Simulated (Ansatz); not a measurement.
Geometry optimisation, Ansatz, RKS BLYP-D4/def2-SVP.

Input file:

```yaml
crystal:
  periodic: [false, false, false]
  atoms:
    - { symbol: Si, position_ang: [-0.087167, 0.126957, 0.004809] }
    - { symbol: H, position_ang: [-0.224362, 0.205056, 1.471444] }
    - { symbol: H, position_ang: [1.365598, 0.182668, -0.361803] }
    - { symbol: F, position_ang: [-0.775313, 1.49574, -0.613213] }
    - { symbol: Si, position_ang: [-1.201572, -1.743979, -0.917867] }
    - { symbol: H, position_ang: [-1.895675, -2.522849, 0.163904] }
    - { symbol: H, position_ang: [-2.227638, -1.302121, -1.920156] }
    - { symbol: H, position_ang: [-0.225583, -2.658678, -1.60121] }
    - { symbol: "N", position_ang: [1.177409, -2.193225, 1.483938] }
    - { symbol: H, position_ang: [0.48193, -2.85336, 1.123336] }
    - { symbol: H, position_ang: [1.814895, -1.910452, 0.734463] }
    - { symbol: H, position_ang: [0.70398, -1.359056, 1.886255] }
basis:
  gaussian: { orbitals: def2-SVP }
hamiltonian:
  xc: blyp
  dispersion: d4
relax:
  f_tol: 0.03
  max_steps: 50
```

Command:

```bash
$ ansatz run input.yaml --threads 2 --pin off --max-ram 3072MiB --backend cpu --events-out ev --progress --plain --runs-dir out
```

Question: Where does it end, and by what steps?

Answer: It converged. The force dipped under the threshold on the way, but the program's further checks kept it going. After 19 steps the energy has fallen by 0.082 eV; H12 moved furthest, 0.63 Å.

| step | energy less start (eV) | largest force component (eV/Å) | accepted |
| --- | --- | --- | --- |
| 0 | 0.0000 | 0.615 | yes |
| 1 | -0.0644 | 0.255 | yes |
| 2 | -0.0679 | 0.189 | yes |
| 3 | -0.0753 | 0.066 | yes |
| 4 | -0.0758 | 0.054 | yes |
| 5 | -0.0763 | 0.040 | yes |
| 6 | -0.0768 | 0.009 | yes |
| 7 | -0.0769 | 0.025 | yes |
| 8 | -0.0771 | 0.032 | yes |
| 9 | -0.0772 | 0.052 | yes |
| 10 | -0.0774 | 0.084 | yes |
| 11 | -0.0777 | 0.098 | yes |
| 12 | -0.0783 | 0.094 | yes |
| 13 | -0.0788 | 0.112 | yes |
| 14 | -0.0791 | 0.136 | yes |
| 15 | -0.0800 | 0.082 | yes |
| 16 | -0.0806 | 0.023 | yes |
| 17 | -0.0809 | 0.122 | yes |
| 18 | -0.0815 | 0.047 | yes |
| 19 | -0.0818 | 0.003 | yes |

```xyz
12
Properties=species:S:1:pos:R:3
Si -0.188 0.218 0.000
H -0.469 0.319 1.470
H 1.292 0.287 -0.235
F -0.856 1.546 -0.716
Si -1.161 -1.716 -0.963
H -1.846 -2.541 0.090
H -2.176 -1.321 -1.995
H -0.113 -2.569 -1.619
N 1.253 -2.364 1.497
H 0.265 -2.641 1.504
H 1.575 -2.329 0.523
H 1.328 -1.422 1.898
```

Run time: 39 s on 2 threads of Arm Neoverse V1, with other jobs on the host, peak memory 0.14 GiB.
